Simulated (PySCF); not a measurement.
## Bond length, frequency and bond energy of GeI by level of theory

State: ²Π (doublet), unpaired electrons π ↑. Set-up: PySCF, scalar-relativistic core potentials, basis sets Ge cc-pVDZ-PP with ECP10, I cc-pVDZ-PP with ECP28. De refers to Ge + I in their high-spin ground configurations, without counterpoise correction. The functionals are run spin-unrestricted. A positive dipole means Ge(−)I(+).

```csv
Level,Re (Å),ωe (cm⁻¹),De (eV),μ (D)
UHF,2.584,231,1.78,-2.40
UHF-MP2,2.553,245,2.75,n/a
UHF-SCS-MP2,2.564,240,2.63,n/a
UHF-CCSD,2.565,240,2.57,n/a
UHF-CCSD(T),2.567,239,2.68,n/a
PBE,2.568,234,3.31,-1.28
r²SCAN,2.547,241,3.20,-1.33
r²SCANh,2.542,243,3.13,-1.41
PBE0,2.547,242,3.12,-1.53
r²SCAN0,2.535,246,3.05,-1.53
M06,2.558,239,3.18,-1.55
ωB97X,2.538,247,3.09,-1.65
```

Which functional lies closest to UHF-CCSD(T) in De, which farthest, and by how much do they differ from it?

Closest is r²SCAN0 (-3.2 pm in Re, +2.9 % in ωe, +0.37 eV in De against UHF-CCSD(T) in the same basis), farthest PBE (+0.1 pm in Re, -2.1 % in ωe, +0.63 eV in De). CCSD(T) converges more slowly with the basis than the functionals do and binds too weakly in this one, so the order can change at the basis-set limit.

What does the step from GGA to meta-GGA do here, going from PBE to r²SCAN?

r²SCAN less PBE: -2.1 pm in Re, +3.0 % in ωe, -0.11 eV in De. 

What does a quarter of exact exchange do here, going from r²SCAN to r²SCAN0?

r²SCAN0 less r²SCAN: -1.2 pm in Re, +2.1 % in ωe, -0.15 eV in De. Exact exchange removes part of the self-interaction that spreads semilocal densities, and in most molecules shortens and stiffens the bond and lowers De; so it does here.

Correlated steps freeze 8 core orbitals. Correlated levels converge slowly with the basis: in double zeta they bind strong bonds too weakly, by up to about 1 eV, and carry superposition errors of some tenths. These are scalar-relativistic numbers at best; spin–orbit coupling would shift them, the dissociation energy most. The state is the lowest determinant that a PBE0 search found; another state may lie lower at other levels.
